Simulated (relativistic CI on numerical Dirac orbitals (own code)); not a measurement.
**Ti²⁺ in a cubic cluster: 1s photoemission with charge transfer**

Computed with a charge-transfer multiplet model of a cubic metal-ligand cluster with up to 2 ligand holes, Slater and spin-orbit integrals from Dirac-Coulomb-Breit ions, Slater integrals scaled by 0.7. The ground state mixes d2 with configurations of k ligand holes L, whose averages lie at kΔ + k(k − 1)U_dd/2; a core hole lowers each added d electron by U_cd. 20 K, Lorentzian 1.1 eV and Gaussian 0.6 eV FWHM.

Atomic integrals in eV (Slater integrals scaled, ζ unscaled), ground: F2dd 5.756, F4dd 3.579, zeta_d 0.013; with the core hole: F2dd 7.112, F4dd 4.457, zeta_d 0.025, G2cd 0.029.

Cluster parameters (eV): U_dd = 4.4, U_cd = 5.4, 10Dq = 1.4, 10Dq(ligand) = 1.4, V(eg) = 2.95, V(t2g) = -1.26, final-state hopping factor = 0.8.

| Case | n_d | d2 | d3L | d4L2 | S |
| --- | --- | --- | --- | --- | --- |
| Δ = 7.5 eV | 2.39 | 0.64 | 0.32 | 0.04 | 1.00 |
| Δ = 8.5 eV | 2.34 | 0.69 | 0.29 | 0.03 | 1.00 |
| Δ = 10.5 eV | 2.26 | 0.75 | 0.23 | 0.02 | 1.00 |

Weights, n_d and S are thermal averages at 20 K. Binding energies count from the first peak over 30 % of the highest in each spectrum, which can be another peak from case to case. The parameters are a model scan and need not match a compound or its usual spin state. Peaks in eV (height, largest 100):
- Δ = 7.5 eV: 0.0 (100), 8.7 (6)
- Δ = 8.5 eV: 0.0 (100)
- Δ = 10.5 eV: 0.0 (100)

For the case Δ = 8.5 eV, Δ = 8.5 eV is larger than U_dd = 4.4 eV, the Mott-Hubbard side of the Zaanen-Sawatzky-Allen scheme. With the core hole the configuration with one ligand hole lies at Δ − U_cd = 2.1, 3.1, 5.1 eV from the one without, in the order of the table; where this is negative the screened configuration lies lower, though the effective hopping of about 5.0 eV (from the holes of the mixed ground state) mixes the two strongly wherever it is as large as the gap.
